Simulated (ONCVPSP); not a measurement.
Reading a pseudo-wave (zinc (Zn))

Columns: radius, all-electron u(r) and pseudo u(r) of the 3s shell (level -138.90 eV) of zinc in the configuration [Ne] 3s2 3p6 3d10 4s1; PBE, scalar-relativistic, ONCV scheme, ONCVPSP 4.0.1.

```csv
r (bohr),all-electron,pseudo
0.055,0.1438,0.0913
0.110,-0.5402,0.1950
0.165,-0.7160,0.3199
0.220,-0.4582,0.4685
0.275,-0.0152,0.6357
0.330,0.4393,0.8100
0.385,0.8180,0.9765
0.440,1.0912,1.1195
0.495,1.2596,1.2264
0.550,1.3394,1.2896
0.605,1.3513,1.3079
0.660,1.3143,1.2850
0.715,1.2449,1.2287
0.770,1.1561,1.1488
0.825,1.0574,1.0548
0.880,0.9556,0.9549
0.935,0.8555,0.8553
0.990,0.7600,0.7598
1.045,0.6709,0.6708
1.100,0.5892,0.5890
1.155,0.5152,0.5150
1.210,0.4487,0.4486
1.265,0.3897,0.3896
1.320,0.3375,0.3374
1.375,0.2915,0.2915
1.430,0.2513,0.2512
```

Task: How many radial nodes do the two functions have?

Result: The all-electron 3s function has n − l − 1 = 2; the pseudo-wave has 0, since the states of the same l below it are removed with the core.

Task: At about which radius was the pseudo-wave matched?

Result: 1.10 bohr. The columns agree to 0.0005 from 0.94 bohr on; several derivatives are matched, so the curves merge somewhat inside the radius.

Task: Is the pseudo-wave norm-conserving?

Result: Yes: the ONCV scheme keeps the norm inside the radius equal to the all-electron one, which fixes the energy derivative of the logarithmic derivative at the level.
